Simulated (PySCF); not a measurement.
SnTe and its ions

PBE; PySCF, scalar-relativistic core potentials, basis sets Sn cc-pVDZ-PP with ECP28, Te cc-pVDZ-PP with ECP28. Neutral (UKS): singlet (closed shell), Re = 2.568 Å, ωe = 251 cm⁻¹, De = 4.32 eV, HOMO -5.70 eV, LUMO -3.23 eV.

SnTe⁺ (UKS): doublet (π ↑), Re = 2.729 Å, ωe = 203 cm⁻¹, De = 3.17 eV to Sn⁺ + Te. The energies at the minima are -482.36509 hartree for SnTe and -482.05634 for SnTe⁺.

(1) Work out the adiabatic ionisation energy, without and with harmonic zero-point energies (1 hartree = 27.2114 eV, 1 eV = 8065.5 cm⁻¹), and the change of the bond length.

Spin–orbit coupling is left out, which matters for elements this heavy, above all for dissociation energies. For an ion De counts to the pair picked by the measured ionisation energies or electron affinities, which need not be the lowest pair at this level. States were picked by a PBE0 search and need not be the measured ground states.

## Answers

(1) At PBE: 0.30875 hartree = 8.402 eV between the minima; the zero-point term (203.0 − 251.0)/2 cm⁻¹ = -0.003 eV makes it 8.399 eV. Re changes by +16.1 pm against the neutral. Minus the HOMO energy is 5.70 eV, -2.70 eV from the value between the minima; self-interaction puts the Kohn–Sham level too high, less so with exact exchange. The electron leaves a π orbital, and the longer bond of the ion fits a bonding orbital, or a change in how ionic the bond is.
